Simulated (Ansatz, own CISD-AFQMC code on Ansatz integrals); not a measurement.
H5B2N, SMILES `BNB` (charge 0, multiplicity 1).

Cartesian coordinates (Å):
SMILES: BNB
```xyz
8

B      1.2563     0.1888     0.0041
N     -0.0246    -0.2472     0.4243
B     -1.2408    -0.0337    -0.2703
H      1.3452     0.7914    -1.0227
H      2.2121    -0.0544     0.6816
H     -0.0751    -0.7554     1.2966
H     -1.2104     0.5637    -1.3034
H     -2.2626    -0.4532     0.1899
```
Charge 0, multiplicity 1.

Frozen-core energies in cc-pVDZ from Ansatz (an electronic-structure program) at a geometry from PBE0-D3(BJ)/def2-TZVP; the HF reference has <S^2> = 0.00 and the T1 diagnostic is 0.012.

```csv
level,energy (Ha),difference from CCSDT(Q) (mHa)
HF,-106.78969,389.97
MP2,-107.12856,51.09
CCSD,-107.16815,11.50
CCSD(T),-107.17824,1.41
CCSDT,-107.17900,0.65
"phaseless AFQMC, CISD trial (own CISD-AFQMC code on Ansatz integrals; ±0.39 mHa)",-107.17972,-0.07
CCSDT(Q),-107.17965,0.00
```
